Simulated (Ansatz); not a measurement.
Gas-phase reaction R1 → P1 + P2, each structure at its B3LYP-D3(BJ)/def2-TZVP stationary point, reached from a drawn start (curvature not checked).
R1, F3Fe (SMILES [F][Fe]([F])[F]) (charge 0, multiplicity 6, Z-matrix in Å and degrees):
```
Fe
F 1 1.7601
F 1 1.7601 2 120.00
F 1 1.7601 2 120.00 3 -179.98
```
P1, F2Fe (SMILES [F][Fe][F]) (charge 0, multiplicity 5, Z-matrix in Å and degrees):
```
Fe
F 1 1.7587
F 1 1.7587 2 179.99
```
P2: F atom, charge 0, multiplicity 2.

P less R. No zero-point or thermal terms; open shells are unrestricted; no spin–orbit coupling. The spin states of the d-block species are the ones drawn and need not be the lowest.

Cores are frozen in the correlated methods.

Run with Ansatz (an electronic-structure program). No computed number here is a measurement.

Task: Give the reaction energy at the level MP2/def2-SVP.

Result: 75.7 kcal/mol

Task: Predict the reaction energy from CCSD(T)/def2-TZVPP.

Result: 80.1 kcal/mol

Task: What is the computed reaction energy (CAM-B3LYP/def2-TZVPP)?

Result: 76.9 kcal/mol
